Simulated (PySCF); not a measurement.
# H2Na2O2: core ionisation energies

(NaOH)2 ring, H₂Na₂O₂.
Cartesian coordinates in Å at the PBE0-D3(BJ)/def2-SVP level; atoms count from 1:
```xyz
6
H2Na2O2 angstrom
Na     0.6665   -0.9652   -0.7560
O      1.3790    0.5569    0.5036
Na    -0.6661    0.9622    0.7592
O     -1.3792   -0.5602   -0.4997
H      2.2192    0.9107    0.7986
H     -2.2194   -0.9044   -0.8056
```

Method: delta-SCF UKS SCAN, pcX-2 on the ionised atom, pcseg-1 elsewhere, spin-free X2C in PySCF. Binding energies are ΔSCF values: E(core-ionised, relaxed orbitals) − E(ground state) at a fixed geometry, referred to the vacuum level.

Q: List the computed XPS lines with their assignment.

A: 
| atom(s) | bonded to | level | binding energy (eV) | count |
| --- | --- | --- | --- | --- |
| Na1/Na3 | 2 O | Na 1s | 1077.10 | 2 |
| O2/O4 | H and 2 Na | O 1s | 534.86 | 2 |

Q: Which effective nuclear charge Zeff reproduces each element's mean 1s value in the hydrogen-like formula E = 13.606 eV × Zeff²?

A: O (Z = 8): mean 534.9 eV, Zeff = 6.27, Z − Zeff = 1.73; Na (Z = 11): mean 1077.1 eV, Zeff = 8.90, Z − Zeff = 2.10. Means run over the listed sites, weighted by atom count.

The first atom of each set that the bonding makes equivalent was ionised and stands for the set. Isolated species at its PBE0-D3(BJ)/def2-SVP geometry (one conformer only).

Time: 3.6 s wall. Hardware: one thread, Arm Neoverse V1, shared host.
